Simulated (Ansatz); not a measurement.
Computed with Ansatz on PBE0-D4/def2-TZVP structures; ΔE is electronic, products minus reactants. CBS: MP2 limit from def2 TZ/QZ plus the TZ coupled-cluster correction, frozen cores. This one scheme is used for every species. Functionals use def2-TZVPP. One conformer a species, not always the lowest.

Consider the silylene formation by 1,1-elimination: `B[SiH](F)[SiH2][SiH3]` → `B[SiH2][SiH3]` + `F[SiH]`.

(1) Is it downhill or uphill in electronic energy at CCSD(T)/CBS, and by how much? (Estimate.)

(2) What do these levels give: PBE-D4, r2SCAN-D4, CAM-B3LYP-D4, BLYP, r2SCAN, CAM-B3LYP? (Estimate.)

(3) What do rigid-rotor, harmonic-oscillator terms from PBE0-D4/def2-TZVP frequencies (298.15 K, 1 bar) make of the CCSD(T)/CBS value? (An estimate is asked.)

Largest T1 diagnostic among the species: 0.015.

## Answers

(1) Ansatz gave: Uphill: ΔE = +198.1 kJ/mol.

(2) Ansatz gave: PBE-D4 207.0, r2SCAN-D4 220.2, CAM-B3LYP-D4 197.7, BLYP 163.4, r2SCAN 217.4, CAM-B3LYP 188.2 kJ/mol.

(3) The calculation gave: ΔZPE = -10.2 kJ/mol, ΔH = +189.4 kJ/mol, ΔS = 153 J/(mol·K), ΔG = +143.7 kJ/mol. Modes under 50 cm⁻¹ make the entropy rough.

At CCSD(T), def2-SVP lies −17.6 kJ/mol from the extrapolated value and def2-TZVPP −6.8 kJ/mol. In def2-TZVPP, CCSD(T) changes the Hartree–Fock value by +11.9 kJ/mol (the triples alone add +3.3 kJ/mol) and MP2 by +23.8 kJ/mol.
